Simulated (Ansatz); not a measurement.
The inner images of a band of C₂H₇BSi₂ (12 atoms, charge 0, multiplicity 1) are given out of order.

Level of theory: Ansatz, RHF/def2-mTZVP.

Image 0:

```xyz
12
Properties=species:S:1:pos:R:3
B -1.409 -0.663 0.362
C -0.157 -0.986 1.231
C 1.045 -0.452 0.958
Si 1.265 0.730 -0.515
Si -0.986 0.626 -1.174
H -2.466 -1.142 0.615
H -0.235 -1.651 2.078
H 1.880 -0.710 1.593
H 2.267 0.182 -1.453
H 1.767 2.037 -0.041
H -1.699 1.920 -1.096
H -1.196 0.055 -2.523
```

Image 8:

```xyz
12
Properties=species:S:1:pos:R:3
B -1.508 -0.661 -0.027
C -0.156 -1.083 0.779
C 1.062 -0.524 0.775
Si 1.408 0.980 -0.269
Si -0.824 0.972 -1.026
H -2.419 -0.333 0.697
H -0.271 -1.952 1.414
H 1.839 -0.957 1.385
H 2.390 0.799 -1.359
H 1.771 2.209 0.467
H -1.348 1.984 -1.970
H -1.866 -1.489 -0.832
```

Problem. Put them in order from the first end to the last, with their energies above the first end.
A.
```xyz
12
Properties=species:S:1:pos:R:3
B -1.463 -0.391 0.528
C -0.168 -1.016 1.137
C 1.053 -0.546 0.838
Si 1.264 0.852 -0.431
Si -0.968 0.666 -1.119
H -2.548 -0.705 0.889
H -0.236 -1.853 1.815
H 1.910 -1.011 1.302
H 2.315 0.517 -1.413
H 1.669 2.114 0.226
H -1.701 1.809 -1.698
H -1.050 -0.490 -2.040
```
B.
```xyz
12
Properties=species:S:1:pos:R:3
B -1.427 -0.578 0.423
C -0.151 -1.020 1.200
C 1.058 -0.512 0.908
Si 1.256 0.761 -0.489
Si -0.981 0.606 -1.188
H -2.506 -0.918 0.781
H -0.220 -1.731 2.010
H 1.907 -0.836 1.490
H 2.315 0.332 -1.426
H 1.664 2.064 0.077
H -1.713 1.887 -1.279
H -1.126 -0.111 -2.474
```
C.
```xyz
12
Properties=species:S:1:pos:R:3
B -1.502 -0.624 0.020
C -0.168 -1.041 0.855
C 1.057 -0.503 0.814
Si 1.403 0.946 -0.308
Si -0.877 1.042 -0.906
H -2.532 -0.598 0.631
H -0.291 -1.886 1.520
H 1.840 -0.928 1.421
H 2.299 0.677 -1.450
H 1.874 2.178 0.359
H -1.411 1.979 -1.919
H -1.615 -1.298 -1.004
```
D.
```xyz
12
Properties=species:S:1:pos:R:3
B -1.474 -0.358 0.503
C -0.167 -1.010 1.086
C 1.058 -0.529 0.838
Si 1.294 0.872 -0.421
Si -0.955 0.761 -1.046
H -2.562 -0.761 0.742
H -0.248 -1.872 1.728
H 1.903 -1.000 1.318
H 2.301 0.532 -1.448
H 1.742 2.126 0.224
H -1.658 1.782 -1.840
H -1.158 -0.597 -1.648
```
E.
```xyz
12
Properties=species:S:1:pos:R:3
B -1.483 -0.415 0.347
C -0.159 -1.031 0.995
C 1.069 -0.533 0.830
Si 1.332 0.880 -0.390
Si -0.938 0.881 -0.959
H -2.573 -0.786 0.608
H -0.270 -1.882 1.648
H 1.891 -0.981 1.364
H 2.303 0.578 -1.460
H 1.779 2.134 0.260
H -1.593 1.765 -1.932
H -1.280 -0.668 -1.277
```
F.
```xyz
12
Properties=species:S:1:pos:R:3
B -1.493 -0.536 0.145
C -0.160 -1.037 0.914
C 1.070 -0.524 0.819
Si 1.376 0.905 -0.349
Si -0.921 1.015 -0.867
H -2.568 -0.726 0.603
H -0.284 -1.879 1.580
H 1.869 -0.953 1.401
H 2.298 0.633 -1.466
H 1.827 2.155 0.308
H -1.486 1.829 -1.960
H -1.451 -0.936 -1.093
```
G.
```xyz
12
Properties=species:S:1:pos:R:3
B -1.439 -0.482 0.485
C -0.154 -1.038 1.167
C 1.062 -0.560 0.858
Si 1.247 0.797 -0.458
Si -0.976 0.595 -1.189
H -2.517 -0.705 0.929
H -0.222 -1.801 1.929
H 1.921 -0.958 1.376
H 2.340 0.470 -1.396
H 1.587 2.084 0.187
H -1.722 1.835 -1.481
H -1.049 -0.293 -2.371
```

Solution. B (0.00 eV), G (+0.02 eV), A (+0.17 eV), D (+0.59 eV), E (+1.17 eV), F (+1.60 eV), C (+1.72 eV).

Time of the run: 2.4 min on 2 threads of Intel(R) Xeon(R) Platinum 8488C (Sapphire Rapids), with other jobs on the host, peak memory 0.3 GiB.
